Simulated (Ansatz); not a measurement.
A nudged elastic band was laid between two geometries of AlH5N2O + H2 (11 atoms, charge 0, multiplicity 1).

Method: RKS PBE0-D4/6-31G* in Ansatz.

| Quantity | Value |
| --- | --- |
| movable images | 5 |
| climbing image | yes |
| spring | 5.0 eV/Å² |
| optimiser | quadratic models (default) |
| start path | through a guess of the saddle point |
| force threshold | 0.03 eV/Å |
| iteration limit | 60 |
| end points | relaxed |

Initial state:

```xyz
11
Properties=species:S:1:pos:R:3
Al -0.043 -0.274 -0.130
O 0.025 -0.207 1.586
H -0.771 -0.025 2.093
N 1.504 -0.211 -0.991
H 1.639 -0.382 -1.976
H 2.389 -0.049 -0.533
N -1.589 -0.388 -1.003
H -2.482 -0.613 -0.589
H -1.686 -0.273 -2.002
H 0.096 3.007 1.722
H 0.157 2.263 1.720
```

Final state:

```xyz
11
Properties=species:S:1:pos:R:3
Al 0.172 0.747 -0.196
O -0.162 0.136 1.719
H -1.047 -0.148 1.323
N 1.589 -0.046 -0.951
H 1.631 -1.007 -1.258
H 2.522 0.343 -0.915
N -1.499 -0.051 -0.439
H -1.568 -0.898 -0.993
H -2.261 0.555 -0.727
H 0.194 2.334 0.021
H -0.332 0.882 2.313
```

(1) Which bonds break or form, and what moves?

(2) Give the energies along the band, and the barrier.

(3) What is the geometry of the highest image?

The band took 36 iterations and about 8 core-minutes.

## Answers

(1) Bonds broken: H10–H11. Bonds formed: Al1–H10, O2–H11. AlH5N2O + H2 becomes AlH7N2O.

(2) It converged. The highest image is number 3 of 0 to 6, 1.08 eV above the first end and 0.86 eV above the last; the last end lies 0.22 eV above the first. The profile has 2 maxima (images 3, 5) with wells between them (image 4): this band takes more than one step, which may be the mechanism or a detour left from its start path. A vibrational analysis at the climbing image gives one clearly imaginary mode, 1228i cm⁻¹: a first-order saddle point. The orbitals stay closed-shell, which can raise the energy where a bond breaks towards radicals; this wasn't checked here.

```csv
image,path coordinate (Å),energy (eV),H10–H11 (Å),Al1–H10 (Å),O2–H11 (Å)
0,0.00,0.00,0.75,3.77,2.48
1,0.94,0.02,0.75,3.20,2.47
2,1.88,0.16,0.75,2.46,2.12
3,2.83,1.08,1.07,1.80,1.23
4,4.71,0.26,2.46,1.61,0.97
5,6.58,0.52,2.58,1.61,0.97
6,8.46,0.22,2.76,1.60,0.97
```

(3) 
```xyz
11
Properties=species:S:1:pos:R:3
Al 0.017 0.327 -0.073
O -0.066 0.085 1.791
H -0.927 -0.137 2.175
N 1.548 0.069 -0.937
H 1.743 -0.728 -1.527
H 2.387 0.610 -0.784
N -1.535 -0.164 -0.803
H -2.406 -0.334 -0.321
H -1.701 -0.113 -1.799
H 0.160 1.959 0.680
H 0.018 1.275 1.492
```

Run time: 7.9 min on 1 thread of Arm Neoverse V2, with other jobs on the host, peak memory 0.15 GiB.
